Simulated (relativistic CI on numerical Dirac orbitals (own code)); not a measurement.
What each ingredient does to the levels of Tm²³⁺

Base calculation: Dirac-Coulomb-Breit CI, separate exchange-only KLI orbitals for each configuration, model QED (radiative potential, 1s self-energy scaled to tabulated hydrogen-like ionisation energies), unscaled Slater integrals.

Configurations in the expansion (outside the closed core [Ar] 3d10): 4s2.4p6.4d10, 4s2.4p6.4d9.4f, 4s2.4p5.4d10.4f, 4s2.4p6.4d9.5s, 4s.4p6.4d10.4f, 4s2.4p6.4d9.5p, 4s2.4p6.4d9.5d, 4s2.4p5.4d10.5s, 4p6.4d10.4f2, 4p6.4d9.4f3, 4p5.4d10.4f3, 4p6.4d9.4f2.5s, 4p6.4d9.4f2.5p, 4p6.4d9.4f2.5d. Double excitations out of closed p, d and f shells are left out; levels of such configurations are missing from the list, as are those of other unlisted configurations, and high levels can miss mixing partners. These lack a partner that the ground configuration has and come out too high: 4s2.4p5.4d10.5s.

The lowest level and the first level of each name with at least 55 % of one term (blank where a level has no safe partner in the second run):

| Level | Base (cm⁻¹) | Shift (cm⁻¹) |
| --- | --- | --- |
| 4s2.4p6.4d10 1S_0 | 0 | 0 |
| 4s2.4p6.4d9.4f 3P°_0 | 1328955 | +1632 |
| 4s2.4p6.4d9.4f 3P°_1 | 1341812 | +2220 |
| 4s2.4p6.4d9.4f 3P°_2 | 1367501 | +2809 |
| 4s2.4p6.4d9.4f 3H°_5 | 1378460 | +2576 |
| 4s2.4p6.4d9.4f 3H°_6 | 1383482 | +3624 |
| 4s2.4p6.4d9.4f 3F°_3 | 1398631 | +2306 |
| 4s2.4p6.4d9.4f 3F°_4 | 1416587 | +3236 |
| 4s2.4p6.4d9.4f 3G°_5 | 1429573 | +3326 |
| 4s2.4p6.4d9.4f 3D°_1 | 1434837 | +3049 |
| 4s2.4p6.4d9.4f 3H°_4 | 1463254 | +4244 |
| 4s2.4p6.4d9.4f 3G°_3 | 1502161 | +4591 |
| 4s2.4p6.4d9.4f 1F°_3 | 1520048 | +4403 |
| 4s2.4p6.4d9.4f 1P°_1 | 1805362 | +3663 |

At this charge energies of transitions that change n are usually good to better than 1 %, and those within a shell (Δn = 0) to a few per cent.

Problem. One thing was changed in a second run, which moved the levels as shown. Which?
A. configuration mixing switched off
B. QED terms removed
C. non-relativistic limit
D. valence Slater integrals scaled by 0.9
E. Breit term removed

Solution. E. Breit term removed. The Breit term mainly narrows fine-structure intervals, so removing it widens them.

LS names give the leading component of a level, which can be under half, so a name can repeat, a term be missing and a line seem to break the LS rules.
